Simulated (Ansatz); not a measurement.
Z-matrix (Å, degrees):
```
C
I 1 2.151
O 1 1.398 2 112.3
H 1 1.084 2 106.1 3 117.1
H 1 1.086 2 105.9 3 -122.3
C 3 1.347 1 116.4 2 -87.2
O 6 1.191 3 125.5 1 -0.8
H 6 1.098 3 108.7 1 179.5
```

The species carries charge 0 and has multiplicity 1. I: def2 effective core potential.

Question: List the r2SCAN/def2-TZVPP orbital energies in eV (the Gaussian-basis code of Ansatz). (Best estimate.)

Answer: Ansatz gave: Occupied: -518.06, -516.20, -277.03, -276.22, -184.61, -130.77, -130.44, -130.42, -50.53, -50.44, -50.42, -50.15, -50.15, -30.15, -27.78, -20.35, -17.89, -15.59, -14.41, -12.87, -12.42, -11.66, -10.13, -9.81, -8.14, -7.59, -6.80, -6.62. Lowest empty: -2.12, -0.98, 1.56, 1.99, 2.20, 2.81, 3.54, 3.95.
